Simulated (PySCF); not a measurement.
## PtH₆: breathing scan

Level of theory: PBE0 in PySCF with Pt def2-TZVP with ECP60, H def2-TZVP; scalar-relativistic core potentials, no spin–orbit coupling; density-fitted integrals.

Rigid scan from the singlet minimum (H–H 0.938 Å (×2), Pt–H 1.636 Å (×2), Pt–H 1.662 Å (×4); H–H–Pt 73.6° (×4), H–Pt–H 32.8° (×2), H–Pt–H 73.6° (×4), H–Pt–H 106.4° (×4), H–Pt–H 147.2° (×2), H–Pt–H 180.0° (×3)). Coordinate: all bonds to the central atom scaled together. Energies in kJ/mol from the minimum.

(1) Predict the curve at 0.88, 0.92, 0.96, 1.00, 1.04, 1.08, 1.14, 1.22, 1.35.

## Answers

(1) 
```json
{"scale of all bonds to the centre": "0.88", "E (kJ/mol)": "256.1"}
{"scale of all bonds to the centre": "0.92", "E (kJ/mol)": "101.4"}
{"scale of all bonds to the centre": "0.96", "E (kJ/mol)": "22.7"}
{"scale of all bonds to the centre": "1.00", "E (kJ/mol)": "0.0"}
{"scale of all bonds to the centre": "1.04", "E (kJ/mol)": "18.4"}
{"scale of all bonds to the centre": "1.08", "E (kJ/mol)": "66.3"}
{"scale of all bonds to the centre": "1.14", "E (kJ/mol)": "175.3"}
{"scale of all bonds to the centre": "1.22", "E (kJ/mol)": "359.1"}
{"scale of all bonds to the centre": "1.35", "E (kJ/mol)": "684.8"}
```

At long bonds a restricted determinant can lie too high, and another spin state can fall below this curve.

No spin–orbit coupling is included, which matters more the heavier the element.

Other isomers or separated fragments may lie lower.

The scan took 11 s on 2 threads of a shared Intel Xeon 6975P-C (Granite Rapids) host; the process peaked at 1.3 GiB.
